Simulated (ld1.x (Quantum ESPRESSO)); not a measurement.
## LDA (PZ) PAW dataset for Mo (Z = 42), scalar-relativistic all-electron reference.

* Element: molybdenum (Mo)
* Generator: ld1.x (Quantum ESPRESSO) 7.5
* Type: PAW
* Functional: LDA (PZ)
* Relativity: scalar-relativistic
* Frozen core: [Ar] 3d10
* Valence charge: 14
* Reference configuration: 4s2 4p6 4d3 5s0 5p0 (charge +3)
* Partial waves: 4s (bound): rcut 1.40, rcutus 1.70 bohr; 5s (bound, empty): rcut 1.40, rcutus 1.70 bohr; 4p (bound): rcut 1.80, rcutus 1.95 bohr; 5p (bound, empty): rcut 1.80, rcutus 1.95 bohr; 4d (bound): rcut 1.70, rcutus 1.85 bohr; 4d channel at 1.1 Ry: rcut 1.70, rcutus 1.85 bohr
* Local potential: all-electron potential smoothed inside 1.90 bohr (lloc = -1)
* Core correction: Bessel-smoothed model core inside 0.95 bohr
* Augmentation charge: BESSEL, radius 1.15 bohr

All-electron outer shells of the reference configuration (LDA (PZ), scalar-relativistic, ld1.x):

```tsv
shell	level (eV)	outermost node (bohr)	outermost maximum (bohr)
3d	-254.17	–	0.32
4s	-96.38	0.51	0.99
4p	-70.13	0.52	1.06
4d	-33.11	0.52	1.32
5s	-26.93	1.30	2.46
5p	-20.73	1.45	2.82
```

Q: Is the overlap operator S = 1 + Σ q|β⟩⟨β| positive definite (Bessel basis up to 400 Ry)?

A: No: its lowest eigenvalue is -1.760, in the p channel, so the generalised eigenproblem breaks down once the basis is large enough.

Q: Tests: 4s2 4p6 4d5 5s1 5p0; 4s2 4p6 4d5 5s0 5p0; 4s2 4p6 4d4 5s0 5p0; 4s2 4p6 4d5 5s0.5 5p0; 4s1 4p6 4d5 5s1 5p0; 4s2 4p6 4d5.5 5s0.5 5p0; 4s2 4p5 4d5 5s1 5p0. Which has the largest error in its energy relative to the reference configuration, and how large is it?

A: 4s1 4p6 4d5 5s1 5p0, with -25 meV (all-electron minus pseudo) on +20.46 eV.

The ghost test of this file was not conclusive. Its overlap operator is not positive definite in a basis up to 400 Ry (lowest eigenvalue s -0.14, p -1.76), so the file is unfit for use: the generalised eigenproblem breaks down once the basis is large enough, and its test numbers describe a broken file.
